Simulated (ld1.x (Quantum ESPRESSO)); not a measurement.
# antimony: one change to a TM potential, before and after

Sb, norm-conserving Troullier–Martins (Kleinman–Bylander form), made with ld1.x (Quantum ESPRESSO) 7.5 (LDA (PZ), scalar-relativistic). Core [Kr] 4d10, reference 5s1 5p4. Waves: 5s (bound): rc 1.85 bohr; 5p (bound): rc 1.90 bohr. Local part: all-electron potential smoothed inside 1.65 bohr (lloc = -1). Core correction: Bessel-smoothed model core inside 0.90 bohr.

Change: local potential the p channel.

Cutoffs: the cutoffs (Ry, on a coarse ladder) from which the occupation-weighted sum of valence levels, in a spherical-Bessel basis at the reference potential, stays within 10 and 1 mRy of its value at 400 Ry; they do not see the model core or the augmentation charge, which bear on the density cutoff. Errors are all-electron minus pseudo energies relative to the spin-unpolarised reference configuration.

Problem. Predict the effect on cutoff, ghosts and configuration errors.

Solution. The potential gets neither clearly harder nor softer (25 Ry and 50 Ry → 25 Ry and 50 Ry); the bound ghosts move from d, s to s; the number of tests that count goes from 9 to 8; of the 8 tests that both files solve, the error grows in 0 and shrinks in 6 by more than 15 % and 0.3 meV (median size 6.2 → 3.2 meV); the range in which the s phases agree narrows (upper end at the end of the scan → -0.8); the range in which the p phases agree widens (upper end 0.2 → 3.1). In the separable form a ghost depends on how the local part lies against the semilocal potential of the channel, so the choice of the local part can create or remove one.

```tsv
quantity	base	changed
cutoff, loose	25 Ry	25 Ry
cutoff, tight	50 Ry	50 Ry
loose cutoff by channel (10 mRy a level)	s 21 Ry, p 8 Ry	s 12 Ry, p 8 Ry
bound ghosts	s, d	s
tests counted (converged, no solver errors)	9 of 9	8 of 9
error for 5s2 5p3, meV [ΔE -8.21 eV]	-6.7	+0.8
error for 5s2 5p2, meV [ΔE 0.31 eV]	-5.0	-5.1
error for 5s2 5p1, meV [ΔE 16.56 eV]	-13	+6.2
error for 5s2 5p2.5, meV [ΔE -4.85 eV]	-6.2	-2.8
error for 5s1 5p3, meV [ΔE 9.13 eV]	-0.6	+0.7
error for 5s2 5p0, meV [ΔE 41.35 eV]	-96	+79
error for 5s1 5p4 (spin-polarised), meV [ΔE -1.16 eV]	-4.3	-2.0
error for 5s2 5p3 (spin-polarised), meV [ΔE -9.30 eV]	-6.1	+3.6
s: phases at 2.04 bohr within 0.05 rad from the reference energy up to (Ry; the scan ends near 5)	to the end of the scan	-0.8
p: phases at 2.04 bohr within 0.05 rad from the reference energy up to (Ry; the scan ends near 5)	0.2	3.1
```

Changed file: Tests not counted: 5s1 5p0 (solver errors, printed error -6.6 eV). A true bound ghost makes a file unfit for plane-wave use even where its test errors are small: the radial tests pick states by their node count and pass the ghost by. Where a test does run into it, the solver fails or the error is huge.
